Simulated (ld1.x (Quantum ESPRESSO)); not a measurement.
# Transferability test, TM potential for P (Z = 15)

phosphorus (P), norm-conserving Troullier–Martins (Kleinman–Bylander form), made with ld1.x (Quantum ESPRESSO) 7.5 (PBE, scalar-relativistic). Core [Ne], reference 3s2 3p3. Waves: 3s (bound): rc 1.70 bohr; 3p (bound): rc 1.40 bohr; 3d channel at -0.2 Ry: rc 1.55 bohr. Local part: the d channel. Core correction: Bessel-smoothed model core, default radius (core density twice the valence density).

Energies are relative to the spin-unpolarised reference configuration 3s2 3p3; without spin polarisation the order of configurations can differ from experiment.

```
valence configuration  charge  ΔE all-electron (eV)  error AE − PS (meV)
              3s2 3p2      +1                 9.730                 +4.9
              3s2 3p1      +2                28.877                  +34
              3s2 3p0      +3                58.616                 +112
              3s1 3p0      +4               110.621                 +229
            3s2 3p2.5    +0.5                 3.775                 +0.8
              3s0 3p5       0                17.200                 -1.9
              3s1 3p3      +1                18.850                 +8.7
```

Levels in the configuration 3s2 3p0:

```csv
level,all-electron (eV),pseudo (eV)
3s,-45.613,-45.495
```
